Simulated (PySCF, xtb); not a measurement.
C4H9FSi, SMILES CC1(F)C[SiH2]C1. Atoms are numbered in the order given.

```xyz
15

C      1.3209    -1.3133     0.0000
C     -0.0663    -0.7042     0.0000
F     -0.9768    -1.7492     0.0000
C     -0.2974     0.2562    -1.1882
Si     0.0942     1.6824     0.0000
C     -0.2974     0.2562     1.1882
H      1.4546    -1.9399    -0.8939
H      1.4546    -1.9399     0.8939
H      2.0996    -0.5357     0.0000
H     -1.3737     0.2695    -1.4240
H      0.2681     0.0426    -2.1052
H      1.5181     2.1333     0.0000
H     -0.8013     2.8768     0.0000
H      0.2681     0.0426     2.1052
H     -1.3737     0.2695     1.4240
```

The structure is a stationary point at PBE0-D3(BJ)/def2-SVP. This is a generated structure with no PubChem entry under its InChIKey; it may be hypothetical.

Method: IEF-PCM-M06-2X/def2-SVP run with PySCF.

The values are the electrostatic part of the solvation free energy, E(continuum) − E(gas) at the gas-phase geometry, in a cavity of scaled van der Waals radii (PySCF's table); cavitation and dispersion terms are not included. In vacuum the orbital gap is 11.07 eV. The dipole moment in vacuum is 1.50 D.

Problem. Estimate the values in water (ε = 78.36), chloroform (ε = 4.71), dichloromethane (ε = 8.93). (An estimate is asked for; the answer gives what the named calculation found.)

Solution. 
```csv
solvent,ε,ΔG(elec) (kcal/mol),dipole (D),gap (eV)
water,78.36,-2.5,1.87,11.11
chloroform,4.71,-1.8,1.76,11.10
dichloromethane,8.93,-2.1,1.81,11.10
```

For comparison, GFN2-xTB/ALPB(water) (xtb, at the GFN2-xTB geometry, all terms of that model) gives -2.6 kcal/mol.
